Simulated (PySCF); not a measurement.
Exercise with solution: entropy of an ideal gas

H4MgSi, SMILES [MgH][SiH3].

Coordinates come from a TPSSh-D3(BJ)/def2-TZVP optimisation.

PySCF 2.14.0 with TPSSh-D3(BJ)/def2-TZVP gives the harmonic wavenumbers 271, 271, 340, 403, 403, 871, 958, 958, 1618, 2184, 2188, 2188 cm⁻¹ and the rotational temperatures 4.2706, 0.2213, 0.2213 K. The molar mass is 56.42 g/mol, the symmetry number 3, the spin multiplicity 1.

Question: Work out the entropy at 298.15 K and 1 atm in the rigid-rotor, harmonic-oscillator model.

Answer: 
Translation (Sackur–Tetrode at 1 atm): S = R[1.5 ln M + 2.5 ln T − 1.16487] = 159.0 J/(mol K).
Rotation: q = (√π/σ) T^1.5/√(θA θB θC) = 6650, S = R[ln q + 3/2] = 85.7 J/(mol K).
Vibration: with u = 1.4388 ν/T, each mode gives R[u/(e^u − 1) − ln(1 − e^−u)]:
| ν (cm⁻¹) | modes | u | S (J/(mol K)) |
|---|---|---|---|
| 271 | 2 | 1.31 | 13.30 |
| 340 | 1 | 1.64 | 5.07 |
| 403 | 2 | 1.94 | 7.96 |
| 871 | 1 | 4.20 | 0.66 |
| 958 | 2 | 4.62 | 0.93 |
| 1618 | 1 | 7.81 | 0.03 |
The stiffer modes add less than 0.005 each. Sum 28.0 J/(mol K).
Spin: R ln 1 = 0.0 J/(mol K).
Total 272.7 J/(mol K); the program's own thermochemistry gives 272.7. Translation makes up 58 % and vibration 10 %. Anharmonicity, hindered rotation and orbital degeneracy are left out.
